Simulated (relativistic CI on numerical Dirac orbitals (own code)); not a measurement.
## Level scheme of Hg³³⁺

Calculated at this level of theory: Dirac-Coulomb-Breit CI, orbitals from a KLI potential per configuration, a model potential for QED, unscaled Slater integrals (own radial code, finite nucleus).

Configurations in the expansion (outside the closed core [Ar] 3d10): 4s2.4p6.4d10.4f, 4s2.4p6.4d9.4f2, 4s2.4p6.4d10.5s, 4s2.4p5.4d10.4f2, 4s2.4p6.4d10.5p, 4s2.4p6.4d10.5d, 4s.4p6.4d10.4f2, 4s2.4p4.4d10.4f3, 4s2.4p6.4d9.4f.5s, 4s2.4p6.4d9.5s2, 4s2.4p6.4d10.5f, 4s2.4p6.4d8.4f2.5s, 4s2.4p6.4d9.4f.5p, 4s2.4p6.4d9.5s.5p, 4s2.4p6.4d10.5g, 4s2.4p6.4d10.6s. Levels of other configurations are missing.

The lowest level is 4s2.4p6.4d10.4f 2F°_5/2, with 100 % of that term; Hund's rules for 4s2.4p6.4d10.4f give 2F° with J = 5/2, in agreement.

```
No.    Configuration  Term     J   E (eV)    %       Next component (%)  Lifetime (s)
  1  4s2.4p6.4d10.4f   2F°   5/2    0.000  100                                       
  2  4s2.4p6.4d10.4f   2F°   7/2    6.289  100                               6.66e-04
  3  4s2.4p6.4d10.5s    2S   1/2  220.297   98  1 4s2.4p6.4d8.4f2.5s 2S              
  4  4s2.4p6.4d9.4f2    4F   3/2  222.103   92                     6 2D      6.45e-08
  5  4s2.4p6.4d9.4f2    4F   5/2  222.706   55                    23 4G      2.75e-08
  6  4s2.4p6.4d9.4f2    4G   7/2  225.155   40                    30 4F      5.83e-09
  7  4s2.4p6.4d9.4f2    2K  13/2  227.930   43                    39 4K              
  8  4s2.4p6.4d9.4f2    4H   9/2  228.758   37                    29 4G      2.62e-08
  9  4s2.4p6.4d9.4f2    4F   7/2  228.773   31                    25 4D      1.39e-09
 10  4s2.4p6.4d9.4f2    4D   5/2  229.052   29                    23 4G      1.12e-09
 11  4s2.4p6.4d9.4f2    4F   9/2  230.361   57                    20 2G      8.19e-08
 12  4s2.4p6.4d9.4f2    4I  11/2  230.658   34                    19 2H              
 13  4s2.4p6.4d9.4f2    4D   3/2  231.092   51                    19 4F      8.52e-10
 14  4s2.4p6.4d9.4f2    2F   5/2  231.452   38                    32 4F      1.48e-10
 15  4s2.4p6.4d9.4f2    4K  15/2  231.821   75                    21 2K      1.25e-03
 16  4s2.4p6.4d9.4f2    4G   7/2  232.059   38                    27 4F      3.75e-08
 17  4s2.4p6.4d9.4f2    4D   7/2  233.036   31                    27 2G      3.71e-09
 18  4s2.4p6.4d9.4f2    4P   1/2  233.038   46                    45 4D      3.96e-05
 19  4s2.4p6.4d9.4f2    4G  11/2  233.169   45                    41 4H      2.15e-04
 20  4s2.4p6.4d9.4f2    4H  13/2  234.330   54                    25 2I              
 21  4s2.4p6.4d9.4f2    4K  17/2  234.511   80                    20 2L      4.86e-03
 22  4s2.4p6.4d9.4f2    4G   9/2  235.000   42                    23 4H      7.70e-09
 23  4s2.4p6.4d9.4f2    4D   5/2  235.132   32                    31 2F      1.57e-09
 24  4s2.4p6.4d9.4f2    2H   9/2  235.794   49                    21 2G      8.21e-09
 25  4s2.4p6.4d9.4f2    4I  13/2  236.885   43                    26 2K      3.59e-04
 26  4s2.4p6.4d9.4f2    2H  11/2  236.930   27                    24 4G      2.64e-04
 27  4s2.4p6.4d9.4f2    2D   3/2  237.175   69                    17 4P      3.60e-10
 28  4s2.4p6.4d9.4f2    2H   9/2  237.248   34                    22 4G      1.18e-08
 29  4s2.4p6.4d9.4f2    2G   7/2  237.503   33                    31 2F      2.95e-10
 30  4s2.4p6.4d9.4f2    4P   1/2  237.651   38                    33 4D      1.37e-05
```

Energies count from the lowest computed level; ° marks odd parity; lifetimes are radiative, by E1, M1, E2, M2 decay to levels of this space only; some are left blank where a channel outside the calculation adds to the decay or the decay crosses a small, uncertain gap.

The mean weight of the leading LS term, summed over parents, in these 30 levels is 51 %, and that of the leading jj configuration (from the same eigenvectors) 81 %, so jj coupling describes them better and the LS labels are nominal.

At this charge energies of transitions that change n are usually good to better than 1 %, and those within a shell (Δn = 0) to a few per cent.

LS names give the leading component of a level, which can be under half, so a name can repeat, a term be missing and a line seem to break the LS rules.
